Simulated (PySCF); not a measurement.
**Nonlinear optical response: 4-fluorobenzenesulfonic acid, C$_{6}$H$_{5}$FO$_{3}$S**

Geometry (Å), atoms numbered from 1 in this order:
```xyz
16

O     2.734    1.041    1.584
S     2.308   -0.070    0.765
O     2.677   -1.447    1.047
O     2.842    0.265   -0.731
C     0.555    0.017    0.569
C    -0.168   -1.157    0.359
C    -1.547   -1.085    0.195
C    -2.166    0.160    0.248
F    -3.481    0.230    0.092
C    -1.450    1.334    0.469
C    -0.073    1.261    0.634
H     3.014   -0.578   -1.178
H     0.353   -2.116    0.343
H    -2.153   -1.978    0.034
H    -1.983    2.285    0.515
H     0.520    2.157    0.827
```

The calculation used PySCF 2.14.0, quadratic response CAM-B3LYP/aug-cc-pVDZ first hyperpolarisability, Taylor convention, gas phase. Geometry: PBE0-D3(BJ)/def2-SVP.

Task: What is the first hyperpolarisability, and how does it disperse?

Result: In au, Taylor convention; the vector part is βᵢ = ⅓ Σⱼ (βᵢⱼⱼ + βⱼᵢⱼ + βⱼⱼᵢ); β∥ is 3/5 of the vector part along the dipole, the dipole points from − to +:
| process | λ (nm) | β vector norm | β∥ | β HRS | depolarisation ratio |
| --- | --- | --- | --- | --- | --- |
| static β(0;0,0) | ∞ | 131.8 | 43.8 | 74.0 | 2.66 |
| second harmonic β(−2ω;ω,ω) | 1907 | 139.2 | 46.6 | 77.7 | 2.69 |
| Pockels β(−ω;ω,0) | 1907 | 134.2 | 44.7 | – | – |
| second harmonic β(−2ω;ω,ω) | 1064 | 158.3 | 54.0 | 87.0 | 2.76 |
| Pockels β(−ω;ω,0) | 1064 | 139.8 | 46.8 | – | – |

Task: Which lowest excitations, dipole and polarisabilities go with it?

Result: S1 5.35 eV (f = 0.000); S2 5.89 eV (f = 0.102); S3 6.78 eV (f = 0.370); dipole 3.73 D; isotropic α 99.2 au static, 99.5 au at 1907 nm, 100.3 au at 1064 nm, 100.5 au at 953.5 nm, 103.8 au at 532 nm.
